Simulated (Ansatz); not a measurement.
Reaction (hydrogenolysis of the Al–Cl bond): `[NH2][Al]([Cl])[Cl]` + H₂ → `[NH2][AlH][Cl]` + HCl

Isolated molecules relaxed with PBE0-D4/def2-TZVP in Ansatz; ΔE leaves out vibrations. CCSD(T)/CBS is the MP2 limit (def2-TZVPP, def2-QZVPP) plus CCSD(T) − MP2 in def2-TZVPP, frozen cores. This one scheme is used for every species. DFT in def2-TZVPP. B3LYP here is the variant with VWN-RPA as its local correlation; programs differ in this. HSE06 is defined as in plane-wave codes. Each species was taken in one conformer, which may not be the lowest.

`[NH2][Al]([Cl])[Cl]`:

```xyz
6

N    -1.007   -0.092    0.204
Al    0.698    0.064   -0.141
Cl    1.708   -1.467   -1.126
Cl    1.725    1.783    0.431
H    -1.566   -0.892   -0.043
H    -1.558    0.606    0.675
```

H₂:

Z-matrix (Å, degrees):
```
H
H 1 0.746
```

`[NH2][AlH][Cl]`:

Cartesian coordinates in Å:
```
N 0.106 -0.544 -0.821
Al -0.233 0.394 0.624
Cl 1.394 1.277 1.611
H -0.595 -1.011 -1.372
H 1.022 -0.692 -1.212
H -1.694 0.576 1.170
```

HCl:

Cartesian coordinates in Å:
```
Cl 0.049 0.428 -0.473
H -0.049 -0.428 0.473
```

Task: Is it downhill or uphill in electronic energy at CCSD(T)/CBS, and by how much? (Best estimate.)

Result: Computed: Uphill: ΔE = +1.46 eV.

Task: What do these levels give: B3LYP-D4, HSE06-D4, BLYP, r2SCAN, PBE0, HF/CBS(def2)? (Estimate.)

Result: Computed: B3LYP-D4 1.43, HSE06-D4 1.42, BLYP 1.33, r2SCAN 1.50, PBE0 1.38, HF/CBS(def2) 1.36 eV.

Largest T1 diagnostic among the species: 0.009.

The D4 term adds +0.07 eV with B3LYP and +0.04 eV with PBE0; it sums over pairs of atoms, weighted by their polarisabilities, and B3LYP, whose exchange is more repulsive, gets the larger term. At CCSD(T), def2-SVP lies −0.10 eV from the extrapolated value and def2-TZVPP −0.05 eV.
